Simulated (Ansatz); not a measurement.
Program: Ansatz. Geometries: PBE0-D4/def2-TZVP. ΔE: electronic, gas phase. CCSD(T)/CBS is the MP2 limit (def2-TZVPP, def2-QZVPP) plus CCSD(T) − MP2 in def2-TZVPP, frozen cores. This one scheme is used for every species. DFT in def2-TZVPP. HSE06 is defined as in plane-wave codes. Each species was taken in one conformer, which may not be the lowest.

Consider the silylene formation by 1,1-elimination: `N[SiH2]C=O` → `NC=O` + `[SiH2]`.

`N[SiH2]C=O`:

```xyz
9

N     0.325   -1.397    0.297
Si    0.087    0.241    0.681
C    -0.495    1.002   -0.986
O    -0.521    0.334   -1.991
H     0.787   -2.073    0.877
H     0.289   -1.656   -0.677
H     1.297    0.995    1.125
H    -0.962    0.482    1.711
H    -0.806    2.073   -1.038
```

`NC=O`:

Z-matrix (Å, degrees):
```
N
C 1 1.351
H 1 1.003 2 121.3
H 1 1.006 2 119.3 3 -180.0
O 2 1.206 1 125.0 3 180.0
H 2 1.107 1 112.3 3 -0.0
```

`[SiH2]`:

```xyz
3

Si    0.627   -0.333    0.046
H    -0.794   -0.668    0.487
H     0.167    1.001   -0.532
```

**Question.** Is it downhill or uphill in electronic energy at CCSD(T)/CBS, and by how much? (Estimate.)

**Answer.** Computed: Uphill: ΔE = +54.6 kcal/mol.

**Question.** What do these levels give: LDA (SPW92), revPBE-D4, B97M-V, PBE0-D4, HSE06-D4, revPBE, BLYP, r2SCANh, r2SCAN0, LC-ωPBE, SCS-MP2/def2-TZVPP, CCSD/CBS(def2)? (An estimate is asked.)

**Answer.** Ansatz gave: LDA (SPW92) 54.4, revPBE-D4 49.8, B97M-V 50.1, PBE0-D4 52.8, HSE06-D4 52.7, revPBE 45.5, BLYP 44.7, r2SCANh 54.9, r2SCAN0 55.2, LC-ωPBE 55.4, SCS-MP2/def2-TZVPP 54.2, CCSD/CBS(def2) 53.9 kcal/mol.

Largest T1 diagnostic among the species: 0.016.

In def2-TZVPP, CCSD(T) changes the Hartree–Fock value by +3.5 kcal/mol (the triples alone add +0.7 kcal/mol) and MP2 by +7.5 kcal/mol. Leaving LDA and LC-ωPBE aside and taking each functional with its dispersion term where it has one, the values, not all of them listed here, spread over 7.3 kcal/mol, from BLYP-D4 to r2SCAN0-D4. LDA lies +5.8 kcal/mol from PBE without D4. From BLYP to BHLYP (50 % exact exchange), in def2-TZVPP and without D4, ΔE moves by +6.6 kcal/mol.
